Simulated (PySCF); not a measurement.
# Fractional electron number in Fe (iron, neutral)

The 4s beta orbital of [Ar] 3d6 4s2 is emptied in steps (occupation f), with all orbitals relaxed, ending at [Ar] 3d6 4s1. All numbers are calculated (PySCF 2.14, no relativity, point nucleus, in def2-TZVP (6s4p4d1f, 45 functions)). The exact energy is a straight line in f; departures are measured from the line between the end points of the same method.

```csv
f,BHandHLYP (eV),BLYP (eV)
1,0.000,0.000
0.8,-0.256,-0.515
0.6,-0.391,-0.779
0.4,-0.399,-0.785
0.2,-0.272,-0.527
0,0.000,0.000
```

```tsv
method	E(f=0) − E(f=1) (eV)	−ε at f=1 (eV)	−ε at f=0.4 (eV)
BHandHLYP	7.674	6.096	7.963
BLYP	7.955	4.762	8.581
```

Orbital energy along the path (eV):

| f | BHandHLYP | BLYP |
| --- | --- | --- |
| 1 | -6.096 | -4.762 |
| 0.8 | -6.693 | -6.001 |
| 0.6 | -7.313 | -7.274 |
| 0.4 | -7.963 | -8.581 |
| 0.2 | -8.662 | -9.922 |
| 0 | -9.382 | -11.188 |

Reference removal energy between the ground levels: 7.902 eV (measured; NIST Atomic Spectra Database, ionization energies). The calculation has no spin-orbit coupling.
